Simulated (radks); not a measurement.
Results of a calculation; reference values are marked as such.
Coulomb parameter of the 4d shell of the niobium ion Nb2+ in the model configuration [Kr] 4d2 5p1, as a second difference U = [E(n + 0.5) + E(n - 0.5) - 2 E(n)] / (0.5)^2 with all orbitals relaxed. "Bare": the charge of the atom changes with n. "Screened": the 5p shell takes up the change at fixed total charge, which measures U(4d,4d) + U(5p,5p) - 2 U(4d,5p). Level of theory: scalar-relativistic Kohn-Sham, r2SCAN, spin-unpolarised, spherical densities, finite nucleus; meta-GGA in the generalised Kohn-Sham scheme; Fermi nuclear charge, rms radius 4.324 fm (a radial shooting solver on a logarithmic mesh with Libxc functionals).

case              configuration  E - E(n) (eV)
start              [Kr] 4d2 5p1          0.000
bare +0.5        [Kr] 4d2.5 5p1         -9.943
bare -0.5        [Kr] 4d1.5 5p1         12.708
screened +0.5  [Kr] 4d2.5 5p0.5         -4.245
screened -0.5  [Kr] 4d1.5 5p1.5          4.714

U(bare) = 11.061 eV, U(screened by 5p) = 1.878 eV, against the Slater integral F0(4d,4d) = 14.044 eV with frozen orbitals.
